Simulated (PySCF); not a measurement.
## In⁺: ionisation energy

In⁺ [Kr] 4d10 5s2 → In²⁺ [Kr] 4d10 5s1 [5s1/2^1, M_J = 1/2], as a difference of total energies. Calculation: PySCF 2.14, in x2c-TZVPPall-2c with one added diffuse shell each of s, p, d, f type (9s10p6d3f, 90 functions); the two-component X2C-1e Hamiltonian. Correlated levels: [Kr] frozen; the 14 highest virtual spinors dropped. "Screened" scales the spin-orbit matrix elements by Boettger's factors to mimic the two-electron term; Breit and QED terms are absent.

| method | ionisation energy (eV) |
| --- | --- |
| GHF (screened spin-orbit) | 17.039 |
| GMP2 (screened spin-orbit) | 18.684 |
| GCCSD (screened spin-orbit) | 18.600 |
| GCCSD(T) (screened spin-orbit) | 18.680 |

How much does correlation contribute at GCCSD(T) (screened spin-orbit)?

18.680 − (17.039) = 1.641 eV, measured against GHF (screened spin-orbit).

Errors of the correlated levels include the incompleteness of this basis and the frozen core.

For comparison: 18.870 eV (measured; NIST Atomic Spectra Database, ionization energies).
